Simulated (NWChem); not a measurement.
Molecule: C3H5Cl; SMILES C=C(C)Cl

Computed with NWChem. All runs use the structure optimised with PBE0/def2-SVP. Level: PBE0/def2-SVP with SMD (1 M gas to 1 M solution), gas-phase geometry.

For solvent n-hexane:

```
Quantity                                     Result
-------------------------------------------  ------
solvation free energy (kcal/mol)               -2.9
cavity-dispersion-structure term (kcal/mol)    -1.7
dipole in solution (D)                         1.73
```

How do the values read with solvent water instead?


| Property | Value |
|---|---|
| solvation free energy (kcal/mol) | 0.5 |
| cavity-dispersion-structure term (kcal/mol) | 3.2 |
| dipole in solution (D) | 2.00 |
